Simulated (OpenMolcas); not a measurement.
**Computed levels of N II**

- Program: OpenMolcas
- Method: MS-RASPT2, IPEA 0.25 Eh, imaginary shift 0.1 Eh (closed shells correlated: 1s)
- Basis: ANO-RCC-VTZP [4s3p2d1f]
- Scalar Hamiltonian: DKH2, point nucleus
- Active space: 4 electrons in 9 orbitals (RAS2 2s 2p; RAS3 3d, at most 2 electrons)
- State averaging: 2S+1 = 3 even, 6 roots; 2S+1 = 1 even, 11 roots; 2S+1 = 5 odd, 1 root; 2S+1 = 3 odd, 9 roots; 2S+1 = 1 odd, 8 roots
- Spin-orbit coupling: RASSI with atomic mean-field integrals over the reference wave functions, term energies averaged over their components

With spin-orbit coupling, above the lowest level:

| Configuration | Term | J | E (cm⁻¹) | Measured (cm⁻¹) | Term weight % |
| --- | --- | --- | --- | --- | --- |
| 2s² 2p² | ³P | 0 | 0.0 | 0.0 | 100 |
| 2s² 2p² | ³P | 1 | 43.7 | 48.7 | 100 |
| 2s² 2p² | ³P | 2 | 130 | 131 | 100 |
| 2s² 2p² | ¹D | 2 | 15900 | 15316 | 100 |
| 2s² 2p² | ¹S | 0 | 33450 | 32689 | 100 |
| 2s 2p³ | ⁵S° | 2 | 45160 | 46785 | 100 |
| 2s 2p³ | ³D° | 1 | 91900 | 92251 | 100 |
| 2s 2p³ | ³D° | 2 | 91900 | 92250 | 100 |
| 2s 2p³ | ³D° | 3 | 91900 | 92236 | 100 |
| 2s 2p³ | ³P° | 0 | 109720 | 109223 | 100 |
| 2s 2p³ | ³P° | 1 | 109720 | 109216 | 100 |
| 2s 2p³ | ³P° | 2 | 109720 | 109217 | 100 |
| 2s 2p³ | ¹D° | 2 | 145360 | 144188 | 100 |
| 2s 2p³ | ³S° | 1 | 156860 | 155127 | 100 |
| 2s 2p³ | ¹P° | 1 | 165790 | 166766 | 100 |
| 2p⁴ | ³P | 2 | 221240 |  | 100 |
| 2p⁴ | ³P | 1 | 221320 |  | 100 |
| 2p⁴ | ³P | 0 | 221370 |  | 100 |

Against the 14 measured excited levels shown (NIST Handbook of Basic Atomic Spectroscopic Data) the mean absolute deviation is 670 cm-1; the largest miss in energy is 2s 2p³ ³S°₁: computed 156860, measured 155127 cm⁻¹ (+1.1 %), and the largest in proportion 2s² 2p² ³P₁ (-10.2 %).

Spin-orbit coupling puts the lowest level 87.0 cm⁻¹ below the lowest spin-free term.

For ³P the intervals divided by the larger J are 43.7, 43.1 cm-1. Landé's interval rule makes them equal in pure LS coupling; they differ by 1 % of their mean. The multiplet is regular.

CASPT2 breaks the degeneracy within a term, and the mean is taken; among the terms shown or strongly mixed into the levels shown the widest spread is 41 cm-1 (2s 2p³ ³D°). Active for correlation alone: 3d; no level in the range computed is led by a configuration that fills it, so any true level of that kind is missing. Computed and measured levels are paired by configuration, term and J; levels that our copy of the source lacks, or whose pairing is in doubt (as where it misses far off the trend of its configuration), stay unpaired and out of the deviations. Levels of configurations outside the active space are missing. The first state left out of the spin-orbit step lies near 280000 cm-1 above the lowest spin-free state of the reference (among the parities and spins computed), and the list stops at four fifths of that energy or lower.

The term weight is that of the spin-free term in the level, not the purity of its configuration. ° marks odd parity.
